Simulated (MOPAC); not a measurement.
MOPAC input (PM7):

```
PM7 PRECISE GNORM=0.05 LET XYZ CHARGE=-1 GEO-OK AUX(PRECISION=9) THREADS=1
C2H2BBr2

C    -2.05396500 1   -2.40568400 1    0.60494700 1
C    -1.21722600 1   -1.42566200 1    0.35850500 1
B    -0.32506800 1   -0.38073300 1    0.09574100 1
Br   -0.79595000 1    1.55572500 1    0.36912300 1
Br    1.54229300 1   -0.68157900 1   -0.58894000 1
H    -2.12580400 1   -2.89841200 1    1.58025400 1
H    -2.74370900 1   -2.80495300 1   -0.14605200 1
```

Output:

```
 *******************************************************************************
 **                                                                           **
 **                              MOPAC v23.2.5                                **
 **                                                                           **
 *******************************************************************************
 ** MOPAC's Digital Object Identifier: https://doi.org/10.5281/zenodo.6511958 **
 **                                                                           **
 ** Please cite the open-source release paper for use of this MOPAC version:  **
 ** J. E. Moussa and J. J. P. Stewart (2026)                                  **
 ** MOPAC: An open-source semiempirical molecular orbital program             **
 ** J. Open Source Softw., 11(119), 8025, https://doi.org/10.21105/joss.08025 **
 *******************************************************************************

                              PM7 CALCULATION RESULTS

 *******************************************************************************
 *  PM7        - The PM7 Hamiltonian to be used
 *  GEO-OK     - OVERRIDE INTERATOMIC DISTANCE AND OTHER SAFETY CHECKS
 *
 *
 *
 *                 CHARGE ON SYSTEM = -1
 *
 *
 *
 *  LET        - OVERRIDE SOME SAFETY CHECKS
 *  PRECISE    - TIGHTER CRITERIA TO BE USED
 *  XYZ        - CARTESIAN COORDINATE SYSTEM TO BE USED
 *  GNORM      - EXIT WHEN GRADIENT NORM DROPS BELOW 0.050
 *  AUX        - OUTPUT AUXILIARY INFORMATION
 *******************************************************************************
PM7 PRECISE GNORM=0.05 LET XYZ CHARGE=-1 GEO-OK AUX(PRECISION=9) THREADS=1
 C2H2BBr2

   ATOM   CHEMICAL          X               Y               Z
  NUMBER   SYMBOL      (ANGSTROMS)     (ANGSTROMS)     (ANGSTROMS)

     1       C         -2.05396500  *  -2.40568400  *   0.60494700  *
     2       C         -1.21722600  *  -1.42566200  *   0.35850500  *
     3       B         -0.32506800  *  -0.38073300  *   0.09574100  *
     4      Br         -0.79595000  *   1.55572500  *   0.36912300  *
     5      Br          1.54229300  *  -0.68157900  *  -0.58894000  *
     6       H         -2.12580400  *  -2.89841200  *   1.58025400  *
     7       H         -2.74370900  *  -2.80495300  *  -0.14605200  *

          CARTESIAN COORDINATES

    NO.       ATOM           X           Y           Z

     1         C         -2.0540     -2.4057      0.6049
     2         C         -1.2172     -1.4257      0.3585
     3         B         -0.3251     -0.3807      0.0957
     4        Br         -0.7960      1.5557      0.3691
     5        Br          1.5423     -0.6816     -0.5889
     6         H         -2.1258     -2.8984      1.5803
     7         H         -2.7437     -2.8050     -0.1461

 General Reference for PM7:
 "Optimization of Parameters for Semiempirical Methods VI: More Modifications to the
 NDDO Approximations and Re-optimization of Parameters", J. J. P. Stewart, J. Mol. Mod., 1:32, 19 (2013)
 https://link.springer.com/article/10.1007/s00894-012-1667-x

           Empirical Formula: C2 H2 B Br2  =     7 atoms

      MOLECULAR POINT GROUP   :   C2v

      RHF CALCULATION, NO. OF DOUBLY OCCUPIED LEVELS = 14

          Geometry optimization using EF

          DIAGONAL MATRIX USED AS START HESSIAN

 CYCLE:     1  GRAD.:   130.495 HEAT: -79.75047
 CYCLE:     2  GRAD.:   454.883 HEAT: -28.55898
 CYCLE:     3  GRAD.:   258.316 HEAT: -56.05449
 CYCLE:     4  GRAD.:   365.735 HEAT: -57.01055
 CYCLE:     5  GRAD.:    85.437 HEAT: -79.08174
 CYCLE:     6  GRAD.:   104.138 HEAT: -79.34499
 CYCLE:     7  GRAD.:    62.626 HEAT: -80.10490
 CYCLE:     8  GRAD.:    48.228 HEAT: -80.29582
 CYCLE:     9  GRAD.:    53.600 HEAT: -80.91274
 CYCLE:    10  GRAD.:    51.454 HEAT: -80.84377
 CYCLE:    11  GRAD.:     8.643 HEAT: -81.01248
 CYCLE:    12  GRAD.:     9.660 HEAT: -81.02393
 CYCLE:    13  GRAD.:     6.634 HEAT: -81.02739
 CYCLE:    14  GRAD.:     8.351 HEAT: -81.03085
 CYCLE:    15  GRAD.:     0.150 HEAT: -81.03470
 CYCLE:    16  GRAD.:     0.093 HEAT: -81.03470
 CYCLE:    17  GRAD.:     0.035 HEAT: -81.03470

     GRADIENT =  0.03510 IS LESS THAN CUTOFF =  0.05000

 -------------------------------------------------------------------------------
 PM7 PRECISE GNORM=0.05 LET XYZ CHARGE=-1 GEO-OK AUX(PRECISION=9) THREADS=1
 C2H2BBr2

     GEOMETRY OPTIMISED USING EIGENVECTOR FOLLOWING (EF).
     SCF FIELD WAS ACHIEVED

                              PM7 CALCULATION
                                                       MOPAC v23.2.5 Linux

          FINAL HEAT OF FORMATION =        -81.03470 KCAL/MOL =    -339.04918 KJ/MOL

          COSMO AREA              =        142.01 SQUARE ANGSTROMS
          COSMO VOLUME            =        129.96 CUBIC ANGSTROMS

          GRADIENT NORM           =          0.03510          =       0.01327 PER ATOM
          IONIZATION POTENTIAL    =          4.352214 EV
          HOMO LUMO ENERGIES (EV) =         -4.352  3.933
          NO. OF FILLED LEVELS    =         14
          MOLECULAR WEIGHT        =        196.6558         POINT GROUP:  C2v

          MOLECULAR DIMENSIONS (Angstroms)

            Atom       Atom       Distance
            H     7   Br     4     4.72788
           Br     5    H     6     3.51464
            H     7   Br     5     1.58866

          SCF CALCULATIONS        =         18

   ATOM   CHEMICAL          X               Y               Z
  NUMBER   SYMBOL      (ANGSTROMS)     (ANGSTROMS)     (ANGSTROMS)

     1       C         -2.02602650  *  -2.37296730  *   0.59671043  *
     2       C         -1.18319765  *  -1.38581007  *   0.34849370  *
     3       B         -0.29389179  *  -0.34425658  *   0.08655774  *
     4      Br         -0.82679339  *   1.53979134  *   0.37929971  *
     5      Br          1.53041081  *  -0.71566962  *  -0.58653315  *
     6       H         -2.10023337  *  -2.85968973  *   1.55223463  *
     7       H         -2.70487441  *  -2.76823998  *  -0.13700637  *

                             CARTESIAN COORDINATES

   1    C       -2.026026498    -2.372967297     0.596710427
   2    C       -1.183197654    -1.385810069     0.348493703
   3    B       -0.293891791    -0.344256583     0.086557736
   4   Br       -0.826793393     1.539791338     0.379299706
   5   Br        1.530410813    -0.715669617    -0.586533145
   6    H       -2.100233373    -2.859689729     1.552234630
   7    H       -2.704874411    -2.768239982    -0.137006370

           Empirical Formula: C2 H2 B Br2  =     7 atoms

      MOLECULAR POINT GROUP   :   C2v

                  EIGENVALUES
 -22.63371 -21.11795 -20.97540 -15.91030 -11.54516 -11.03215  -8.49068  -8.37260
  -7.15074  -6.38835  -5.72042  -5.67361  -5.46677  -4.35221   3.93270   3.96950
   5.77835   5.87360   9.12630   9.29349   9.82333  10.79855 265.46169 265.86547
 265.89170 268.40903 268.41506 269.64265 269.67179 271.90509 271.99687 272.33440

              NET ATOMIC CHARGES AND DIPOLE CONTRIBUTIONS

  ATOM NO.   TYPE          CHARGE      No. of ELECS.   s-Pop       p-Pop       d-Pop
    1          C          -0.532384        4.5324     1.07636     3.45602
    2          C           0.250219        3.7498     1.23629     2.51349
    3          B          -0.389535        3.3895     0.52630     2.86323
    4         Br          -0.327615        7.3276     1.94114     5.38439     0.00209
    5         Br          -0.327587        7.3276     1.94113     5.38437     0.00209
    6          H           0.163451        0.8365     0.83655
    7          H           0.163451        0.8365     0.83655
 DIPOLE           X         Y         Z       TOTAL
 POINT-CHG.    -0.335    -0.393     0.099     0.525
 HYBRID        -0.223    -0.261     0.066     0.350
 SUM           -0.558    -0.654     0.164     0.875

          ATOMIC ORBITAL ELECTRON POPULATIONS

     Atom    s        px        py        pz      x^2-y^2     xz        z^2       yz        xy
    1  C   1.07636   1.16118   1.14515   1.14970
    2  C   1.23629   0.86448   0.90609   0.74292
    3  B   0.52630   0.81778   0.75780   1.28765
    4 Br   1.94114   1.94360   1.47018   1.97061   0.00073   0.00006   0.00029   0.00047   0.00055
    5 Br   1.94113   1.50318   1.96373   1.91746   0.00062   0.00059   0.00029   0.00009   0.00051
    6  H   0.83655
    7  H   0.83655

 **********************
 *                    *
 * JOB ENDED NORMALLY *
 *                    *
 **********************

 == MOPAC DONE ==
```

The dipole moment of an ion depends on the origin.

The geometry given is a B3LYP-D3(BJ)/def2-TZVP minimum.
